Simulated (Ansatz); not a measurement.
Ansatz (a program for electronic structure) input (HF/3-21G): The .json file is the Basis Set Exchange's 3-21G.

Ansatz 0.2 input:
```yaml
crystal:
  periodic: [false, false, false]
  atoms:
    - {symbol: Ge, position_ang: [-0.08320962, 0.53314731, 0.34780131]}
    - {symbol: Cl, position_ang: [1.89135927, -0.30532618, -0.27123590]}
    - {symbol: Cl, position_ang: [-1.72488779, -0.72438081, -0.49403182]}
    - {symbol: H, position_ang: [-0.16730717, 0.44430473, 1.87990925]}
basis:
  gaussian:
    orbitals: 3-21G.json
hamiltonian:
  xc: {name: HF}
magnetization: {spin_polarized: true, initial_magnetization: 1}
phonons: {temperatures: {t_min: 298.15, t_max: 298.15, t_step: 100}}
```

Output:

```
Functional definition: HF
integrals: 0.01 GiB planned
564 factors; integrals over basis functions are off by at most 2.5e-4 eV
mean field: 0.20 GiB planned
mean field evaluation 1: about -81104.5928 eV, gradient 1.2e1 eV
mean field evaluation 2: about -81104.5984 eV, gradient 1.2e1 eV
mean field evaluation 4: about -81105.9316 eV, gradient 1.2e0 eV
mean field evaluation 8: about -81105.9729 eV, gradient 8.2e-4 eV
mean field -81105.97278441 eV, -2980.5895242244 hartree, gradient 6.9e-5 eV, S^2 0.755088; 0 other end points of the search recorded, 0 dependent functions left out
the calculation of the forces begins
reference -81105.97278441 eV, -2980.5895242244 hartree; 34, 33 occupied and 17, 18 virtual orbitals, 564 factors
these checks for a lower state are left out or cut short: stability, starts, cluster_reference, orbital_swaps, neighbouring_geometries, increment
integrals: 0.01 GiB planned
564 factors; integrals over basis functions are off by at most 2.5e-4 eV
mean field: 0.20 GiB planned
mean field evaluation 16: about -81105.9727 eV, gradient 9.0e-6 eV
mean field -81105.97274864 eV, -2980.5895229095 hartree, gradient 2.4e-6 eV, S^2 0.755058; 0 other end points of the search recorded, 0 dependent functions left out
the calculation of the forces begins
reference -81105.97274864 eV, -2980.5895229095 hartree; 34, 33 occupied and 17, 18 virtual orbitals, 564 factors
these checks for a lower state are left out or cut short: stability, starts, cluster_reference, orbital_swaps, neighbouring_geometries, increment
integrals: 0.01 GiB planned
564 factors; integrals over basis functions are off by at most 2.5e-4 eV
mean field: 0.20 GiB planned
mean field -81105.97274892 eV, -2980.5895229199 hartree, gradient 2.4e-6 eV, S^2 0.755118; 0 other end points of the search recorded, 0 dependent functions left out
the calculation of the forces begins
reference -81105.97274892 eV, -2980.5895229199 hartree; 34, 33 occupied and 17, 18 virtual orbitals, 564 factors
these checks for a lower state are left out or cut short: stability, starts, cluster_reference, orbital_swaps, neighbouring_geometries, increment
integrals: 0.01 GiB planned
564 factors; integrals over basis functions are off by at most 2.5e-4 eV
mean field: 0.20 GiB planned
mean field evaluation 32: about -81105.9727 eV, gradient 8.9e-6 eV
mean field -81105.97271932 eV, -2980.5895218321 hartree, gradient 2.5e-6 eV, S^2 0.755110; 0 other end points of the search recorded, 0 dependent functions left out
the calculation of the forces begins
reference -81105.97271932 eV, -2980.5895218321 hartree; 34, 33 occupied and 17, 18 virtual orbitals, 564 factors
these checks for a lower state are left out or cut short: stability, starts, cluster_reference, orbital_swaps, neighbouring_geometries, increment
integrals: 0.01 GiB planned
564 factors; integrals over basis functions are off by at most 2.4e-4 eV
mean field: 0.20 GiB planned
mean field -81105.97271932 eV, -2980.5895218323 hartree, gradient 2.4e-6 eV, S^2 0.755066; 0 other end points of the search recorded, 0 dependent functions left out
the calculation of the forces begins
reference -81105.97271932 eV, -2980.5895218323 hartree; 34, 33 occupied and 17, 18 virtual orbitals, 564 factors
these checks for a lower state are left out or cut short: stability, starts, cluster_reference, orbital_swaps, neighbouring_geometries, increment
integrals: 0.01 GiB planned
564 factors; integrals over basis functions are off by at most 2.5e-4 eV
mean field: 0.20 GiB planned
mean field -81105.97274799 eV, -2980.5895228859 hartree, gradient 2.5e-6 eV, S^2 0.755104; 0 other end points of the search recorded, 0 dependent functions left out
the calculation of the forces begins
reference -81105.97274799 eV, -2980.5895228859 hartree; 34, 33 occupied and 17, 18 virtual orbitals, 564 factors
these checks for a lower state are left out or cut short: stability, starts, cluster_reference, orbital_swaps, neighbouring_geometries, increment
integrals: 0.01 GiB planned
564 factors; integrals over basis functions are off by at most 2.5e-4 eV
mean field: 0.20 GiB planned
mean field -81105.97274762 eV, -2980.5895228720 hartree, gradient 2.5e-6 eV, S^2 0.755071; 0 other end points of the search recorded, 0 dependent functions left out
the calculation of the forces begins
reference -81105.97274762 eV, -2980.5895228720 hartree; 34, 33 occupied and 17, 18 virtual orbitals, 564 factors
these checks for a lower state are left out or cut short: stability, starts, cluster_reference, orbital_swaps, neighbouring_geometries, increment
integrals: 0.01 GiB planned
564 factors; integrals over basis functions are off by at most 2.5e-4 eV
mean field: 0.20 GiB planned
mean field -81105.97277633 eV, -2980.5895239272 hartree, gradient 2.4e-6 eV, S^2 0.755078; 0 other end points of the search recorded, 0 dependent functions left out
the calculation of the forces begins
reference -81105.97277633 eV, -2980.5895239272 hartree; 34, 33 occupied and 17, 18 virtual orbitals, 564 factors
these checks for a lower state are left out or cut short: stability, starts, cluster_reference, orbital_swaps, neighbouring_geometries, increment
integrals: 0.01 GiB planned
564 factors; integrals over basis functions are off by at most 2.5e-4 eV
mean field: 0.20 GiB planned
mean field evaluation 64: about -81105.9666 eV, gradient 6.7e-2 eV
mean field -81105.97277644 eV, -2980.5895239313 hartree, gradient 2.4e-6 eV, S^2 0.755098; 0 other end points of the search recorded, 0 dependent functions left out
the calculation of the forces begins
reference -81105.97277644 eV, -2980.5895239313 hartree; 34, 33 occupied and 17, 18 virtual orbitals, 564 factors
these checks for a lower state are left out or cut short: stability, starts, cluster_reference, orbital_swaps, neighbouring_geometries, increment
integrals: 0.01 GiB planned
564 factors; integrals over basis functions are off by at most 2.5e-4 eV
mean field: 0.20 GiB planned
mean field -81105.97277808 eV, -2980.5895239915 hartree, gradient 2.4e-6 eV, S^2 0.755084; 0 other end points of the search recorded, 0 dependent functions left out
the calculation of the forces begins
reference -81105.97277808 eV, -2980.5895239915 hartree; 34, 33 occupied and 17, 18 virtual orbitals, 564 factors
these checks for a lower state are left out or cut short: stability, starts, cluster_reference, orbital_swaps, neighbouring_geometries, increment
integrals: 0.01 GiB planned
564 factors; integrals over basis functions are off by at most 2.5e-4 eV
mean field: 0.20 GiB planned
mean field -81105.97277819 eV, -2980.5895239955 hartree, gradient 2.4e-6 eV, S^2 0.755092; 0 other end points of the search recorded, 0 dependent functions left out
the calculation of the forces begins
reference -81105.97277819 eV, -2980.5895239955 hartree; 34, 33 occupied and 17, 18 virtual orbitals, 564 factors
these checks for a lower state are left out or cut short: stability, starts, cluster_reference, orbital_swaps, neighbouring_geometries, increment
integrals: 0.01 GiB planned
564 factors; integrals over basis functions are off by at most 2.5e-4 eV
mean field: 0.20 GiB planned
mean field -81105.97278012 eV, -2980.5895240664 hartree, gradient 2.4e-6 eV, S^2 0.755094; 0 other end points of the search recorded, 0 dependent functions left out
the calculation of the forces begins
reference -81105.97278012 eV, -2980.5895240664 hartree; 34, 33 occupied and 17, 18 virtual orbitals, 564 factors
these checks for a lower state are left out or cut short: stability, starts, cluster_reference, orbital_swaps, neighbouring_geometries, increment
integrals: 0.01 GiB planned
564 factors; integrals over basis functions are off by at most 2.5e-4 eV
mean field: 0.20 GiB planned
mean field evaluation 96: about -81105.9728 eV, gradient 9.0e-6 eV
mean field -81105.97278015 eV, -2980.5895240676 hartree, gradient 2.4e-6 eV, S^2 0.755082; 0 other end points of the search recorded, 0 dependent functions left out
the calculation of the forces begins
reference -81105.97278015 eV, -2980.5895240676 hartree; 34, 33 occupied and 17, 18 virtual orbitals, 564 factors
these checks for a lower state are left out or cut short: stability, starts, cluster_reference, orbital_swaps, neighbouring_geometries, increment
integrals: 0.01 GiB planned
564 factors; integrals over basis functions are off by at most 2.4e-4 eV
mean field: 0.20 GiB planned
mean field -81105.97275592 eV, -2980.5895231773 hartree, gradient 2.4e-6 eV, S^2 0.755059; 0 other end points of the search recorded, 0 dependent functions left out
the calculation of the forces begins
reference -81105.97275592 eV, -2980.5895231773 hartree; 34, 33 occupied and 17, 18 virtual orbitals, 564 factors
these checks for a lower state are left out or cut short: stability, starts, cluster_reference, orbital_swaps, neighbouring_geometries, increment
integrals: 0.01 GiB planned
564 factors; integrals over basis functions are off by at most 2.5e-4 eV
mean field: 0.20 GiB planned
mean field -81105.97275626 eV, -2980.5895231898 hartree, gradient 2.5e-6 eV, S^2 0.755117; 0 other end points of the search recorded, 0 dependent functions left out
the calculation of the forces begins
reference -81105.97275626 eV, -2980.5895231898 hartree; 34, 33 occupied and 17, 18 virtual orbitals, 564 factors
Total energy: -81105.97278441 eV, -2980.5895242244 hartree
Atom 0 at    -0.083210     0.533147     0.347801 Å, force    -0.000004     0.000048    -0.000022 eV/Å
Atom 1 at     1.891359    -0.305326    -0.271236 Å, force     0.000031    -0.000025    -0.000022 eV/Å
Atom 2 at    -1.724888    -0.724381    -0.494032 Å, force    -0.000022    -0.000031    -0.000025 eV/Å
Atom 3 at    -0.167307     0.444305     1.879909 Å, force    -0.000005     0.000008     0.000069 eV/Å
Dipole moment:    -0.103285     0.651922     0.450242 e Å
Vibrations: 136.26 394.62 420.33 622.17 696.50 2117.79 cm⁻¹, zero-point energy 0.272001 eV
```

The blocks after the first are displaced geometries, from whose forces the wavenumbers follow.
